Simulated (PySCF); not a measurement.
C₂H₈ClGaS.
Numbering: `[CH3:1][S+:2]([CH3:3])[GaH2-:4][Cl:5]` (hydrogens: H6, H7, H8 on C1; H9, H10, H11 on C3; H12, H13 on Ga4)

Method: PySCF 2.14.0, PBE0-D3(BJ)/def2-SVP geometry optimisation, gas phase; density fitting, grid level 1; the optimiser is geomeTRIC in internal coordinates, started from a GFN2-xTB structure with every atom displaced at random (about 0.01 Å).

Step 0: E = -77909.4262 eV
```
atom  x, y, z in Å  |  force x, y, z in eV/Å
C1     -0.9834   -1.2646   -0.5498   -1.153   1.988  -0.241
S2     -0.5357   -0.2856    0.9099    0.436   0.215  -0.382
C3     -0.9354    1.3951    0.3269    0.851  -0.403   1.185
Ga4     1.9951   -0.2354    0.4249   -0.194  -0.778   1.576
Cl5     2.0604    0.5217   -1.5363   -0.120   0.555  -1.435
H6     -2.0787   -1.1428   -0.7049    0.430  -0.286   0.003
H7     -0.4480   -0.8815   -1.4266    0.139  -0.047  -0.072
H8     -0.7259   -2.2695   -0.3563    0.350  -1.553   0.302
H9     -1.9961    1.4978    0.2525   -1.094   0.136  -0.201
H10    -0.5581    2.0803    1.1097   -0.080  -0.152  -0.213
H11    -0.4214    1.5890   -0.6003    0.301   0.157  -0.683
H12     2.2434   -1.7590    0.5811   -0.002  -0.337  -0.141
H13     2.3853    0.7343    1.5487    0.137   0.505   0.301
```

Step 1: E = -77909.6411 eV
```
atom  x, y, z in Å  |  force x, y, z in eV/Å
C1     -1.0085   -1.2204   -0.5912    0.275  -0.538   0.146
S2     -0.4732   -0.2774    0.8503   -0.098  -0.016   0.036
C3     -0.9101    1.3898    0.3242   -0.132   0.076  -0.084
Ga4     2.0264   -0.2813    0.5694   -0.153   0.175  -0.217
Cl5     1.8769    0.4938   -1.5387    0.169  -0.090   0.261
H6     -2.0978   -1.1754   -0.6953   -0.115   0.064   0.047
H7     -0.5008   -0.8458   -1.4883    0.068   0.057  -0.057
H8     -0.7028   -2.2722   -0.4098   -0.118   0.359  -0.078
H9     -2.0081    1.4874    0.2813    0.149  -0.039  -0.007
H10    -0.5157    2.0807    1.0789    0.028   0.034   0.044
H11    -0.4464    1.6060   -0.6521    0.001  -0.036   0.102
H12     2.3078   -1.8268    0.6316   -0.005   0.091  -0.016
H13     2.4538    0.8211    1.6194   -0.068  -0.138  -0.175
```

Step 2: E = -77909.6593 eV
```
atom  x, y, z in Å  |  force x, y, z in eV/Å
C1     -1.0062   -1.2326   -0.5862    0.029  -0.063  -0.033
S2     -0.4883   -0.2782    0.8514    0.066  -0.036   0.147
C3     -0.9142    1.3948    0.3344   -0.013   0.015  -0.043
Ga4     2.0048   -0.2734    0.5554   -0.072   0.060  -0.248
Cl5     1.9450    0.4812   -1.5522    0.002  -0.049   0.223
H6     -2.0988   -1.1775   -0.6893    0.016   0.016  -0.023
H7     -0.4897   -0.8562   -1.4809   -0.007   0.000  -0.013
H8     -0.7082   -2.2755   -0.4023   -0.015   0.065   0.003
H9     -2.0072    1.4926    0.2760    0.019   0.002  -0.025
H10    -0.5261    2.0793    1.1010    0.001  -0.026   0.004
H11    -0.4332    1.6127   -0.6299    0.015   0.016  -0.001
H12     2.2962   -1.8107    0.6122   -0.015  -0.014   0.019
H13     2.4275    0.8231    1.5900   -0.024   0.013  -0.011
```

Step 3: E = -77909.6644 eV
```
atom  x, y, z in Å  |  force x, y, z in eV/Å
C1     -0.9978   -1.2383   -0.5811   -0.060   0.108  -0.069
S2     -0.4905   -0.2836    0.8610    0.021  -0.017   0.085
C3     -0.9013    1.3915    0.3360    0.027   0.008   0.007
Ga4     1.9831   -0.2716    0.5401   -0.030   0.006  -0.096
Cl5     1.9176    0.5031   -1.5457    0.015  -0.038   0.054
H6     -2.0897   -1.1754   -0.6930    0.035  -0.004  -0.031
H7     -0.4728   -0.8636   -1.4729   -0.021  -0.008   0.017
H8     -0.7070   -2.2774   -0.3927    0.021  -0.090   0.024
H9     -1.9909    1.4965    0.2594   -0.037   0.006  -0.017
H10    -0.5188    2.0698    1.1111   -0.016  -0.012  -0.003
H11    -0.4022    1.6081   -0.6187    0.016   0.012  -0.018
H12     2.2745   -1.8074    0.6086    0.006  -0.026  -0.009
H13     2.3973    0.8281    1.5675    0.023   0.054   0.055
```

**Question.** Estimate the geometry and energy of step 4. (The exact step hangs on the optimiser's Hessian estimate; all steps are aligned on step 3, rigid shifts and turns removed.)

**Answer.** E = -77909.6655 eV, largest force 0.066 eV/Å
```
atom  x, y, z in Å  |  force x, y, z in eV/Å
C1     -0.9966   -1.2361   -0.5803   -0.027   0.056  -0.023
S2     -0.4928   -0.2852    0.8680   -0.013  -0.008   0.002
C3     -0.9019    1.3906    0.3399    0.027   0.005   0.014
Ga4     1.9777   -0.2694    0.5373    0.025  -0.015  -0.012
Cl5     1.9179    0.4839   -1.5498   -0.004   0.011  -0.007
H6     -2.0865   -1.1707   -0.7010    0.005   0.001  -0.009
H7     -0.4674   -0.8609   -1.4686    0.003  -0.004   0.008
H8     -0.7087   -2.2771   -0.3910    0.009  -0.053   0.006
H9     -1.9911    1.4945    0.2509   -0.016  -0.001  -0.013
H10    -0.5289    2.0664    1.1212   -0.016   0.006   0.001
H11    -0.3921    1.6109   -0.6089    0.006   0.000  -0.008
H12     2.2748   -1.8057    0.6022   -0.001  -0.009   0.016
H13     2.3972    0.8386    1.5596    0.002   0.011   0.023
```

The energy changes by -0.0011 eV. The first-order estimate −F·Δx gives -0.0024 eV and the mean of the old and new forces, exact on a quadratic surface, -0.0012 eV. The step makes an angle of 76° with the force vector and moves no atom by more than 0.020 Å.

The cost below is that of the whole optimisation. Hardware: one thread of an Arm Neoverse V1, shared host with 32 logical CPUs at a one-minute load of 18. Cost: 96 s, 0.56 GiB resident at most.
